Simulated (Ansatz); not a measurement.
System: sum formula BNH$_{3}$, net charge 1, singlet state. 
Geometry from a B3LYP-D3(BJ)/def2-TZVP (Ansatz, a first-principles code) optimisation:
```
N
B 1 1.3115
H 1 1.0214 2 123.46
H 1 1.0214 3 113.09 2 -180.00
H 2 1.1685 4 155.55 1 180.00
```
Charge +1, spin multiplicity 1.

Basis-set convergence of Hartree-Fock and CCSD(T) correlation energies (hartree) with Ansatz. Correlated levels leave the core frozen unless marked. Spin-orbit coupling is left out. Non-relativistic.

```json
[
 {"basis": "cc-pVDZ", "functions": "43", "E(HF)": "-80.62365", "E(corr, CCSD(T))": "-0.25833", "rough core time": "under 20 s"},
 {"basis": "cc-pVTZ", "functions": "102", "E(HF)": "-80.64781", "E(corr, CCSD(T))": "-0.31185", "rough core time": "under 20 s"},
 {"basis": "cc-pVQZ", "functions": "200", "E(HF)": "-80.65345", "E(corr, CCSD(T))": "-0.32915", "rough core time": "27 s"}
]
```

Extrapolating the two largest sets (X = 3 and 4) as X^-3: E(corr) = (64·(-0.32915) - 27·(-0.31185))/37 = -0.3418 Eh, an estimate of the basis-set limit. The largest set recovers 96.3 % of it, the smallest 75.6 %.
